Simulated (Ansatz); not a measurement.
CuI₂, relaxed as a doublet with UKS PBE-D4/def2-TZVP in Ansatz, starting from the GFN2-xTB geometry. Force threshold 0.02 eV/Å.

In the def2 sets I takes a core potential; there is no spin–orbit coupling. The gap within one spin of the charge 0 doublet nearly closes, so an electron or hole may be smeared out by delocalisation error.

Start:

Cartesian coordinates in Å:
```
Cu 0.000 0.000 0.000
I 0.240 -2.203 1.180
I -0.240 2.203 -1.180
```

Estimate the energy that the relaxation releases and the steps that it takes.

2.2 kcal/mol, in 3 steps; 3.3 s on 4 threads of Intel Xeon Platinum 8488C on a shared host. No frequencies were taken in this run, so the end may be a saddle point.

Does the start keep its bonding and symmetry?

By distances, no bond broke or formed. The bond that changes most is Cu1–I3, from 2.51 to 2.40 Å (atoms count from 1). Point group D∞h at the start, D∞h at the end, both within 0.05 Å.

Predict the relaxed structure.


```csv
atom,x (Å),y (Å),z (Å)
Cu1,0.0000,0.0000,0.0000
I2,0.2301,-2.1090,1.1294
I3,-0.2302,2.1090,-1.1293
```
Bond lengths: 2 × Cu–I 2.40 Å.
